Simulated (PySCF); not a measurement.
Input for PySCF: R-B3LYP/6-31G* on CH3Cl (SMILES CCl) with ghost functions, monomers drawn apart or pushed together.

```python
from pyscf import gto, scf, dft, mp
from pyscf.data.elements import chemcore

mol = gto.M(
    atom='''
    C     1.53378274   -0.17722178    5.66782220
    Cl    0.55144127   -1.60757396    5.20563652
    H     1.02083141    0.34143087    6.47204345
    H     2.50757207   -0.52633403    5.99759883
    H     1.62749728    0.46073412    4.79454109
    ghost-C    0.16091069    0.53450818    0.03766911
    ghost-O   -0.42834911   -0.07465605   -0.70153484
    ''',
    basis='6-31g*',
    cart=True,
    charge=0, spin=0, verbose=3, max_memory=1800)
mf = dft.RKS(mol, xc='b3lyp')
mf.conv_tol = 1e-8
mf.max_cycle = 100
mf.kernel()
if not mf.converged:
    mf = mf.newton().run(mf.mo_coeff, mf.mo_occ)
```

### Question
What total energy does the run end on?

### Answer
-500.1084 hartree.
